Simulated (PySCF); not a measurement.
An unknown shows these calculated signals:

¹H NMR (600 MHz, computed): δ 5.21 (s, 2H), 4.14 (s, 9H), 0.79 (br s, 1H).

¹³C{¹H} NMR (computed): δ -20.9 (C).

How the numbers were obtained: coordinates at the GFN2-xTB level, σ from GIAO-PBE0/pcSseg-1, in PySCF 2.14 (single conformer, no solvent model, one averaged value for each set of equivalent atoms, non-relativistic).

Scale: TMS for ¹H, ¹³C (reference shieldings calculated alike).

Q: Which of these does the molecule contain: a CH3CH2 unit, a three-membered ring, a non-aromatic C=C double bond, an OH group, a Si–H bond?

A: 
- A CH3CH2 unit: no.
- A three-membered ring: no.
- A non-aromatic C=C double bond: no.
- An OH group: yes (δH 0.79 (br s)).
- A Si–H bond: yes (δH 5.21 (s)).

The data belong to SMILES O[SiH2]C([SiH3])([SiH3])[SiH3], CH12OSi4; they needn't prove each group on their own.

Carbon signals by region: 1 below 50 ppm.

Exchangeable OH/NH protons stand at their gas-phase positions; hydrogen bonding in a real sample shifts them, mostly to higher δ. Shifts are as computed. Against solution values, carbons near 30 ppm lie about +3 ppm off and those near 130 ppm about +5 ppm. Of 1309 compounds with measured shifts, 239 miss one by over three times the rms of a fit or turn the order of signals round; such compounds aren't used in these exercises. Multiplicities follow the n + 1 count of equivalent neighbours, as no J values were calculated; m marks all less simple cases, F and P coupling included.
